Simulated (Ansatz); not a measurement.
## Nudged elastic band run: CH5AlF2Se

Input:

```yaml
crystal:
  periodic: [false, false, false]
  atoms:
    - { symbol: Al, position_ang: [-0.461118, -0.107658, -0.65685] }
    - { symbol: C, position_ang: [1.236577, 0.809301, -0.836861] }
    - { symbol: F, position_ang: [-0.550536, -1.762895, -0.906825] }
    - { symbol: F, position_ang: [-1.906103, 0.700999, -0.917384] }
    - { symbol: H, position_ang: [-0.121421, -1.48867, 2.182002] }
    - { symbol: Se, position_ang: [-0.845464, -0.222444, 1.988423] }
    - { symbol: H, position_ang: [1.205548, 1.81724, -0.392307] }
    - { symbol: H, position_ang: [2.058311, 0.250026, -0.360333] }
    - { symbol: H, position_ang: [1.506047, 0.932356, -1.899377] }
    - { symbol: H, position_ang: [-2.121843, -0.928155, 1.799514] }
basis:
  gaussian: { orbitals: def2-SVP }
hamiltonian:
  xc: pbe0
  dispersion: d4
neb:
  order_check: false
  images: 9
  f_tol: 0.05
  max_iterations: 37
  final_atoms:
    - { symbol: Al, position_ang: [-1.12662836, -0.32829532, -0.32472959] }
    - { symbol: C, position_ang: [1.30991458, 0.58298263, -0.26837089] }
    - { symbol: F, position_ang: [-0.47967259, -1.75112979, -0.8868946] }
    - { symbol: F, position_ang: [-1.59658603, 0.83223105, -1.42137499] }
    - { symbol: H, position_ang: [0.76333197, 0.33858965, 0.66361051] }
    - { symbol: Se, position_ang: [-1.9861581, -0.21683883, 1.80642603] }
    - { symbol: H, position_ang: [1.97113288, 1.41901276, -0.00509766] }
    - { symbol: H, position_ang: [1.88548153, -0.28850201, -0.60042098] }
    - { symbol: H, position_ang: [0.65584563, 0.94210987, -1.07983175] }
    - { symbol: H, position_ang: [-1.39666351, -1.53006002, 2.11668592] }
  initial_path:
    images:
      - { positions_ang: [[-0.461118, -0.107658, -0.65685], [1.236577, 0.809301, -0.836861], [-0.550536, -1.762895, -0.906825], [-1.906103, 0.700999, -0.917384], [-0.121421, -1.48867, 2.182002], [-0.845464, -0.222444, 1.988423], [1.205548, 1.81724, -0.392307], [2.058311, 0.250026, -0.360333], [1.506047, 0.932356, -1.899377], [-2.121843, -0.928155, 1.799514]] }
      - { positions_ang: [[-0.55949794, -0.15143106, -0.67225315], [1.20787142, 0.76054671, -0.71203362], [-0.55668349, -1.78224034, -0.96159763], [-1.89099872, 0.70177353, -1.06456506], [-0.09034727, -1.12618796, 1.87751182], [-0.94731272, -0.19515819, 1.99846152], [1.28903177, 1.72080377, -0.24648901], [1.99025208, 0.13594673, -0.34748539], [1.37910851, 0.93984217, -1.76136268], [-1.82142565, -1.00379535, 1.88981521]] }
      - { positions_ang: [[-0.65787788, -0.19520412, -0.6876563], [1.17916584, 0.71179242, -0.58720623], [-0.56283098, -1.80158569, -1.01637026], [-1.87589444, 0.70254805, -1.21174611], [-0.05927354, -0.76370591, 1.57302163], [-1.04916143, -0.16787238, 2.00850004], [1.37251554, 1.62436753, -0.10067103], [1.92219316, 0.02186745, -0.33463779], [1.25217002, 0.94732833, -1.62334836], [-1.52100829, -1.07943569, 1.98011641]] }
      - { positions_ang: [[-0.75625782, -0.23897717, -0.70305944], [1.15046026, 0.66303813, -0.46237885], [-0.56897847, -1.82093103, -1.0711429], [-1.86079016, 0.70332258, -1.35892717], [-0.02819981, -0.40122387, 1.26853145], [-1.15101015, -0.14058657, 2.01853855], [1.4559993, 1.5279313, 0.04514696], [1.85413423, -0.09221182, -0.32179018], [1.12523154, 0.9548145, -1.48533405], [-1.22059094, -1.15507604, 2.07041762]] }
      - { positions_ang: [[-0.85463775, -0.28275023, -0.71846259], [1.12175469, 0.61428384, -0.33755146], [-0.57512596, -1.84027638, -1.12591553], [-1.84568588, 0.70409711, -1.50610822], [0.00287392, -0.03874183, 0.96404126], [-1.25285886, -0.11330077, 2.02857707], [1.53948307, 1.43149506, 0.19096495], [1.78607531, -0.2062911, -0.30894257], [0.99829305, 0.96230067, -1.34731973], [-0.92017358, -1.23071639, 2.16071883]] }
      - { positions_ang: [[-0.95301769, -0.32652329, -0.73386574], [1.09304911, 0.56552955, -0.21272408], [-0.58127345, -1.85962172, -1.18068816], [-1.8305816, 0.70487163, -1.65328928], [0.03394765, 0.32374022, 0.65955108], [-1.35470758, -0.08601496, 2.03861559], [1.62296684, 1.33505883, 0.33678293], [1.71801639, -0.32037037, -0.29609497], [0.87135456, 0.96978683, -1.20930541], [-0.61975623, -1.30635673, 2.25102003]] }
      - { positions_ang: [[-0.98773983, -0.32687769, -0.65203851], [1.1364222, 0.56902017, -0.22385344], [-0.56095328, -1.83792333, -1.12192945], [-1.78378249, 0.73034352, -1.60690642], [0.17982451, 0.32671011, 0.66036297], [-1.48099768, -0.11217973, 1.99217768], [1.69260005, 1.35184962, 0.26840682], [1.75150942, -0.3139967, -0.35696017], [0.82825277, 0.96425144, -1.18341068], [-0.77513768, -1.35109739, 2.22415321]] }
      - { positions_ang: [[-1.02246196, -0.3272321, -0.57021128], [1.1797953, 0.57251078, -0.2349828], [-0.54063311, -1.81622495, -1.06317074], [-1.73698337, 0.7558154, -1.56052356], [0.32570138, 0.32967999, 0.66117485], [-1.60728779, -0.1383445, 1.94573977], [1.76223326, 1.3686404, 0.2000307], [1.78500245, -0.30762303, -0.41782537], [0.78515099, 0.95871605, -1.15751595], [-0.93051914, -1.39583805, 2.19728639]] }
      - { positions_ang: [[-1.05718409, -0.32758651, -0.48838405], [1.22316839, 0.5760014, -0.24611217], [-0.52031293, -1.79452656, -1.00441202], [-1.69018426, 0.78128728, -1.5141407], [0.47157824, 0.33264988, 0.66198674], [-1.73357789, -0.16450928, 1.89930185], [1.83186646, 1.38543119, 0.13165458], [1.81849547, -0.30124936, -0.47869057], [0.7420492, 0.95318066, -1.13162122], [-1.0859006, -1.4405787, 2.17041956]] }
      - { positions_ang: [[-1.09190623, -0.32794091, -0.40655682], [1.26654149, 0.57949201, -0.25724153], [-0.49999276, -1.77282817, -0.94565331], [-1.64338514, 0.80675917, -1.46775785], [0.61745511, 0.33561977, 0.66279862], [-1.85986799, -0.19067405, 1.85286394], [1.90149967, 1.40222198, 0.06327846], [1.8519885, -0.29487569, -0.53955578], [0.69894741, 0.94764527, -1.10572649], [-1.24128206, -1.48531936, 2.14355274]] }
      - { positions_ang: [[-1.12662836, -0.32829532, -0.32472959], [1.30991458, 0.58298263, -0.26837089], [-0.47967259, -1.75112979, -0.8868946], [-1.59658603, 0.83223105, -1.42137499], [0.76333197, 0.33858965, 0.66361051], [-1.9861581, -0.21683883, 1.80642603], [1.97113288, 1.41901276, -0.00509766], [1.88548153, -0.28850201, -0.60042098], [0.65584563, 0.94210987, -1.07983175], [-1.39666351, -1.53006002, 2.11668592]] }
```

Command:

```bash
$ ansatz run input.yaml --threads 2 --pin off --max-ram 3072MiB --backend cpu --events-out ev --progress --plain --runs-dir out
```

Output, in part (warnings, iteration lines, the closing report on the highest movable image, with atoms numbered from 0):

```
NEB end point (image 0): max|allowed force component| = 7.826e-3 eV/Å (the criterion of neb.relax_end_points is 1.000e-2)
NEB end point (image 10): max|allowed force component| = 2.767e-2 eV/Å (the criterion of neb.relax_end_points is 1.000e-2)
NEB iter   1: max|band force component| = 3.306e1 eV/Å  barrier→ = 6.6651 eV  barrier← = 7.3602 eV  Δτ_max = 0.2000 Å  (293 SCF iters)
NEB iter   2: max|band force component| = 7.326e0 eV/Å  barrier→ = 1.1902 eV  barrier← = 1.8852 eV  Δτ_max = 0.2000 Å  (274 SCF iters)
NEB iter   3: max|band force component| = 3.480e0 eV/Å  barrier→ = 0.7548 eV  barrier← = 1.4498 eV  Δτ_max = 0.2000 Å  (262 SCF iters)
NEB iter   4: max|band force component| = 1.265e0 eV/Å  barrier→ = 0.9245 eV  barrier← = 1.6196 eV  Δτ_max = 0.1994 Å  (259 SCF iters)
NEB iter   5: max|band force component| = 1.399e0 eV/Å  barrier→ = 0.8055 eV  barrier← = 1.5006 eV  Δτ_max = 0.1002 Å  (261 SCF iters)
NEB iter   6: max|band force component| = 1.150e0 eV/Å  barrier→ = 0.8490 eV  barrier← = 1.5440 eV  Δτ_max = 0.1005 Å  (252 SCF iters)
NEB iter   7: max|band force component| = 5.239e-1 eV/Å  barrier→ = 0.8291 eV  barrier← = 1.5242 eV  Δτ_max = 0.1755 Å  (252 SCF iters)
NEB iter   8: max|band force component| = 2.737e-1 eV/Å  barrier→ = 0.8089 eV  barrier← = 1.5039 eV  CI = image 6  Δτ_max = 0.0986 Å  (251 SCF iters)
NEB iter   9: max|band force component| = 3.984e-1 eV/Å  barrier→ = 0.8018 eV  barrier← = 1.4969 eV  CI = image 6  Δτ_max = 0.0494 Å  (254 SCF iters)
NEB iter  10: max|band force component| = 1.581e-1 eV/Å  barrier→ = 0.7913 eV  barrier← = 1.4864 eV  CI = image 6  Δτ_max = 0.0987 Å  (247 SCF iters)
NEB iter  11: max|band force component| = 1.376e-1 eV/Å  barrier→ = 0.7849 eV  barrier← = 1.4800 eV  CI = image 6  Δτ_max = 0.0989 Å  (248 SCF iters)
NEB iter  12: max|band force component| = 1.139e-1 eV/Å  barrier→ = 0.7821 eV  barrier← = 1.4772 eV  CI = image 6  Δτ_max = 0.0932 Å  (249 SCF iters)
NEB iter  13: max|band force component| = 9.993e-2 eV/Å  barrier→ = 0.7817 eV  barrier← = 1.4768 eV  CI = image 6  Δτ_max = 0.0293 Å  (253 SCF iters)
NEB iter  14: max|band force component| = 5.941e-2 eV/Å  barrier→ = 0.7817 eV  barrier← = 1.4767 eV  CI = image 6  Δτ_max = 0.0288 Å  (243 SCF iters)
NEB iter  15: max|band force component| = 3.432e-2 eV/Å  barrier→ = 0.7814 eV  barrier← = 1.4765 eV  CI = image 6  Δτ_max = 0.0000 Å  (481 SCF iters)
Total energy: -78470.39818137 eV, -2883.7339440192 hartree
Atom 0 at    -0.840850    -0.184059    -0.584564 Å, force    -0.025283    -0.013078    -0.018257 eV/Å
Atom 1 at     1.053098     0.528707    -0.338900 Å, force    -0.019505    -0.009411     0.000319 eV/Å
Atom 2 at    -0.835577    -1.759130    -1.125000 Å, force     0.000290     0.015667     0.008050 eV/Å
Atom 3 at    -1.815932     0.954934    -1.305539 Å, force     0.008134    -0.005616     0.005918 eV/Å
Atom 4 at     0.133452     0.249303     0.939147 Å, force    -0.001424     0.004754     0.007680 eV/Å
Atom 5 at    -1.223741    -0.179753     1.888534 Å, force     0.012644     0.001167    -0.007303 eV/Å
Atom 6 at     1.186010     1.600326    -0.132498 Å, force     0.000432     0.007718     0.000718 eV/Å
Atom 7 at     1.862542    -0.046673     0.133394 Å, force     0.009550    -0.001719    -0.002139 eV/Å
Atom 8 at     1.209279     0.401057    -1.432506 Å, force     0.017309     0.003379     0.001967 eV/Å
Atom 9 at    -0.728285    -1.564613     1.957936 Å, force    -0.002147    -0.002860     0.003047 eV/Å
Dipole moment:     0.506497     0.048462     0.465371 e Å
```

The run converged. A vibrational analysis at the climbing image gives 2 clearly imaginary modes (968i, 50i cm⁻¹): a point of higher order, so a lower path passes nearby. The orbitals stay closed-shell, which can raise the energy where a bond breaks towards radicals; this wasn't checked here.

Final band (atoms are numbered from 1 in the order of the input):

```tsv
image	path coordinate (Å)	energy (kJ/mol)	H5–Se6 (Å)	C2–H5 (Å)
0	0.00	0.0	1.47	4.03
1	0.70	0.4	1.47	3.74
2	1.40	1.3	1.47	3.48
3	2.09	2.6	1.47	3.32
4	2.79	4.8	1.47	2.98
5	3.49	29.1	1.48	2.24
6	4.19	75.4	1.71	1.60
7	4.91	-36.8	2.37	1.13
8	5.64	-63.9	2.88	1.11
9	6.36	-65.1	2.98	1.11
10	7.08	-67.1	3.03	1.11
```

Time of the run: 8.9 min on 2 threads of Arm Neoverse V1 (shared host), peak memory 0.33 GiB.
